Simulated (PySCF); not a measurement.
Ag³⁺ (silver, charge +3): TPSS calculation

Configuration: [Kr] 4d8, high-spin 3F determinant. Calculation: PySCF 2.14, in cc-pVTZ-PP with ECP28MDF; scalar relativity through the core potential.

| Quantity | Value |
| --- | --- |
| Total energy | -144.5164 hartree |
| One-electron energy | -235.4975 hartree |
| Hartree (Coulomb) energy | 103.9142 hartree |
| Exchange-correlation energy | -12.9331 hartree |
| ⟨S²⟩ | 2.0009 |
| ⟨L²⟩ | 12.013 |
| Sum of ⟨r⟩ | 18.01 bohr |
| Sum of ⟨r²⟩ | 23.46 bohr² |
| Time after the integrals | 2.5 s of wall time on 1 thread of Neoverse-N1 (shared host) |

| shell | electrons | mean orbital energy (hartree) | spread (hartree) | rms radius, mean of both spins (bohr) |
| --- | --- | --- | --- | --- |
| 4s α | 1 | -5.06202 | 0 | 0.970 |
| 4s β | 1 | -4.99090 | 0 | 0.970 |
| 4p α | 3 | -3.66652 | 0 | 1.06 |
| 4p β | 3 | -3.59167 | 0 | 1.06 |
| 4d α | 5 | -1.62629 | 0.04391 | 1.36 |
| 4d β | 3 | -1.57896 | 0 | 1.36 |

Energies and moments cover only the electrons outside the core potential.
